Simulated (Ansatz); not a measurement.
In₅P₅ (the lowest singlet isomer of a short search) was relaxed with PBE-D4 (def2-SVP) in Ansatz in these states: charge -1 doublet, neutral singlet. The geometries follow in no particular order.

In the def2 sets In takes a core potential; there is no spin–orbit coupling.

A:

```
atom   x (Å)   y (Å)   z (Å)
 In1  -3.607  -1.193   0.107
 In2   0.482  -1.204  -2.804
 In3  -1.502   0.622   1.800
 In4   2.065  -0.248   2.654
 In5   0.100   2.591  -1.496
  P6   1.540  -1.517  -0.030
  P7   2.147   0.600  -0.193
  P8  -0.661  -1.597  -0.040
  P9   0.832   1.777   1.105
 P10  -1.395   0.169  -1.102
```

B:

```xyz
10

In   -2.6891    2.6628   -0.4549
In   -0.2061   -1.0215    2.7641
In   -0.5444    0.9786   -1.8586
In    2.6444    0.3511   -1.5198
In   -1.6775   -2.0750   -0.1214
P     1.9159    0.1151    1.1940
P     1.2369   -1.8104    0.2368
P     0.3937    1.6751    0.6865
P     0.4722   -1.4758   -1.8127
P    -1.5460    0.6000    0.8861
```

Question: Judge from the bond lengths which geometry belongs to which state (an estimate).

Answer: A is the neutral singlet (In1–P8 2.977 Å, In1–In3 3.254 Å, In1–P10 2.865 Å); B is the charge -1 doublet (In1–P8 3.432 Å, In1–In3 3.067 Å, In1–P10 2.713 Å).

These are the stationary points nearest to one start from a short search; other shapes may lie lower in each state.
